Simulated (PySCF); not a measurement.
A PySCF script (with the pyscf-properties extension) for the NMR shieldings of Si(CCH)Cl3, C2HCl3Si, on a PBE0-D3(BJ)/def2-SVP geometry:

```python
import basis_set_exchange as bse
import numpy as np
from pyscf import gto, dft
from pyscf.prop import nmr

atoms = """
Si    0.008047   -0.017461   -0.988286
C     0.001732   -0.010587    0.820324
C     0.014043   -0.007814    2.035966
H     0.023421   -0.006318    3.112409
Cl    1.933745   -0.016258   -1.663557
Cl   -0.946505    1.641061   -1.700699
Cl   -0.942623   -1.684643   -1.684697
"""
names = dict.fromkeys(["Si", "C", "H", "Cl"], "pcSseg-1")
basis = {el: gto.basis.parse(bse.get_basis(n, elements=[el], fmt="nwchem")) for el, n in names.items()}
mol = gto.M(atom=atoms, basis=basis, charge=0, verbose=0)
mf = dft.RKS(mol, xc="GGA_XC_KT2")
mf.grids.level = 2
mf.grids.alignment = dft.numint.BLKSIZE   # the property module wants whole blocks of grid points
mf.conv_tol = 1e-9
mf.kernel()

calc = nmr.RKS(mf)   # GIAO
sigma = calc.kernel()   # uncoupled for a functional without exact exchange
for i, s in enumerate(sigma):   # ppm
    print("%2d %-2s %9.2f" % (i, mol.atom_pure_symbol(i), np.trace(s) / 3))
```

**Question.** What are the results?

**Answer.** 
```
 0 Si    373.47
 1 C     106.00
 2 C      88.83
 3 H      28.21
 4 Cl    750.69
 5 Cl    752.11
 6 Cl    752.11
```

These numbers come from an equivalent density-fitted implementation of the same equations, which agrees with the script to about 0.01 ppm for H and up to a few tenths of a ppm for heavy atoms, so last digits may differ.

**Question.** Turn these shieldings into chemical shifts. Shifts are taken against calculated references (same method and geometry level): TMS for 29Si (361.05 ppm), 13C (183.22 ppm), 1H (31.18 ppm); HCl for 35Cl (942.74 ppm).

**Answer.** Averaging equivalent atoms: Si 0: -12.4; C 2: 94.4; C 1: 77.2; H 3: 2.97; Cl 4/5/6: 191 ppm. 

Size and cost of the density-fitted run: 135 basis functions, 12 s wall time on 1 thread of an Arm Neoverse V2, shared host; peak memory 0.74 GiB.
